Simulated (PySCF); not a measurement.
Working out the ionisation energy of K⁺

K⁺ [Ar] (1S) → K²⁺ [Ne] 3s2 3p5 (2P). Calculation: PySCF 2.14, in def2-SVP; the non-relativistic Hamiltonian (point nucleus). Frozen: [Ne] 3s2. Energies in hartree (1 hartree = 27.21139 eV):

```tsv
part	K⁺ (lower)	K²⁺ (upper)
UHF	-598.931164	-597.768783
CCSD correlation	-0.044445	-0.027555
(T)	-0.000038	-0.000012
```

Q: What does Hartree-Fock give?

A: (-597.768783) − (-598.931164) = 1.162381 hartree = 31.630 eV.

Q: What do CCSD and CCSD(T) give?

A: The CCSD correlation energies differ by 0.016890 hartree = 0.460 eV and the triples by 0.000026 hartree = 0.001 eV, so CCSD gives 32.090 eV and CCSD(T) 32.091 eV.

Reference: 31.625 eV (measured; NIST Atomic Spectra Database, ionization energies), between the lowest levels; spin-orbit coupling is absent from the calculation.

The calculation is non-relativistic.

A double-zeta basis recovers only part of the correlation energy.

What remains against the reference includes basis incompleteness, the frozen core and higher excitations.
